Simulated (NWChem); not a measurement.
System: C3H6Cl2; SMILES ClC(C)(C)Cl

Input file for NWChem:

```
start job
memory heap 200 mb stack 900 mb global 1100 mb
geometry units angstroms
  C      0.000000     1.269896    -1.171299
  C      0.000000     0.000000    -0.348073
  C      0.000000    -1.269896    -1.171299
  Cl     1.460241     0.000000     0.708432
  Cl    -1.460241     0.000000     0.708432
  H     -0.896451     1.298502    -1.808211
  H      0.000000     2.151505    -0.517156
  H      0.896451     1.298502    -1.808211
  H     -0.896451    -1.298502    -1.808211
  H      0.000000    -2.151505    -0.517156
  H      0.896451    -1.298502    -1.808211
end
basis spherical
  * library 3-21g
end
dft
  xc hfexch
  iterations 150
end
driver
  maxiter 120
end
task dft optimize
task dft freq
```

Excerpt of the output:

```
             Northwest Computational Chemistry Package (NWChem) 7.3.0
             --------------------------------------------------------

 C2V symmetry detected

                             Geometry "geometry" -> ""
                             -------------------------

 Output coordinates in angstroms (scale by  1.889725989 to convert to a.u.)

  No.       Tag          Charge          X              Y              Z
 ---- ---------------- ---------- -------------- -------------- --------------
    1 C                    6.0000     0.00000000     1.26989600    -1.16570428
    2 C                    6.0000     0.00000000     0.00000000    -0.34247828
    3 C                    6.0000     0.00000000    -1.26989600    -1.16570428
    4 Cl                  17.0000     1.46024100     0.00000000     0.71402672
    5 Cl                  17.0000    -1.46024100     0.00000000     0.71402672
    6 H                    1.0000    -0.89645100     1.29850200    -1.80261628
    7 H                    1.0000     0.00000000     2.15150500    -0.51156128
    8 H                    1.0000     0.89645100     1.29850200    -1.80261628
    9 H                    1.0000    -0.89645100    -1.29850200    -1.80261628
   10 H                    1.0000     0.00000000    -2.15150500    -0.51156128
   11 H                    1.0000     0.89645100    -1.29850200    -1.80261628

 Effective nuclear repulsion energy (a.u.)     295.4591096870

      Symmetry information
      --------------------

 Group name             C2v
 Group number             16
 Group order               4
 No. of unique centers     5

                                Z-matrix (autoz)
                                --------

 Units are Angstrom for bonds and degrees for angles

[...]

      ----------------------
      Optimization converged
      ----------------------

  Step       Energy      Delta E   Gmax     Grms     Xrms     Xmax
  ---- ---------------- -------- -------- -------- -------- --------
@    5   -1031.04956542 -1.2D-07  0.00001  0.00000  0.00038  0.00100
                                     ok       ok       ok       ok

                                Z-matrix (autoz)
                                --------

 Units are Angstrom for bonds and degrees for angles

[...]

 Rotational Constants
 --------------------
 A=   0.118987 cm-1  (  0.171192 K)
 B=   0.077718 cm-1  (  0.111817 K)
 C=   0.067864 cm-1  (  0.097639 K)

 Temperature                      =   298.15K
 frequency scaling parameter      =   1.0000

 Zero-Point correction to Energy  =   57.319 kcal/mol  (  0.091344 au)
 Thermal correction to Energy     =   61.053 kcal/mol  (  0.097294 au)
 Thermal correction to Enthalpy   =   61.645 kcal/mol  (  0.098238 au)

 Total Entropy                    =   76.042 cal/mol-K
   - Translational                =   40.037 cal/mol-K (mol. weight = 111.9846)
   - Rotational                   =   25.955 cal/mol-K (symmetry #  =        2)
   - Vibrational                  =   10.049 cal/mol-K

 Cv (constant volume heat capacity) =   20.828 cal/mol-K
   - Translational                  =    2.979 cal/mol-K
   - Rotational                     =    2.979 cal/mol-K
   - Vibrational                    =   14.869 cal/mol-K

[normal modes left out]

 ----------------------------------------------------------------------------
 Normal Eigenvalue ||           Projected Infra Red Intensities
  Mode   [cm**-1]  || [atomic units] [(debye/angs)**2] [(KM/mol)] [arbitrary]
 ------ ---------- || -------------- ----------------- ---------- -----------
    1       -0.000 ||    0.000932           0.022         0.908       0.650
    2        0.000 ||    0.000542           0.013         0.528       0.378
    3        0.000 ||    0.002537           0.059         2.474       1.770
    4        0.000 ||    0.000366           0.008         0.357       0.256
    5        0.000 ||    0.000119           0.003         0.116       0.083
    6        0.000 ||    0.001015           0.023         0.990       0.708
    7      257.931 ||    0.001844           0.043         1.798       1.287
    8      295.769 ||    0.000000           0.000         0.000       0.000
    9      301.802 ||    0.000000           0.000         0.000       0.000
   10      322.782 ||    0.000052           0.001         0.051       0.037
   11      375.806 ||    0.002488           0.057         2.426       1.736
   12      384.128 ||    0.001728           0.040         1.685       1.206
   13      398.787 ||    0.004807           0.111         4.687       3.354
   14      557.992 ||    0.027195           0.627        26.511      18.972
   15      696.438 ||    0.138698           3.200       135.210      96.758
   16      973.267 ||    0.013860           0.320        13.511       9.669
   17     1058.356 ||    0.000558           0.013         0.544       0.389
   18     1159.204 ||    0.000000           0.000         0.000       0.000
   19     1273.541 ||    0.137393           3.170       133.937      95.847
   20     1305.603 ||    0.010270           0.237        10.011       7.164
   21     1317.892 ||    0.049080           1.132        47.846      34.239
   22     1584.800 ||    0.021320           0.492        20.784      14.873
   23     1598.556 ||    0.006588           0.152         6.423       4.596
   24     1641.255 ||    0.009004           0.208         8.777       6.281
   25     1643.730 ||    0.000000           0.000         0.000       0.000
   26     1655.764 ||    0.003062           0.071         2.985       2.136
   27     1664.895 ||    0.010842           0.250        10.570       7.564
   28     3218.701 ||    0.002173           0.050         2.118       1.516
   29     3224.236 ||    0.010504           0.242        10.239       7.327
   30     3284.582 ||    0.000000           0.000         0.000       0.000
   31     3291.366 ||    0.009584           0.221         9.343       6.686
   32     3313.288 ||    0.003809           0.088         3.713       2.657
   33     3314.185 ||    0.002669           0.062         2.602       1.862
 ----------------------------------------------------------------------------
```

Level: Hartree-Fock/3-21G.
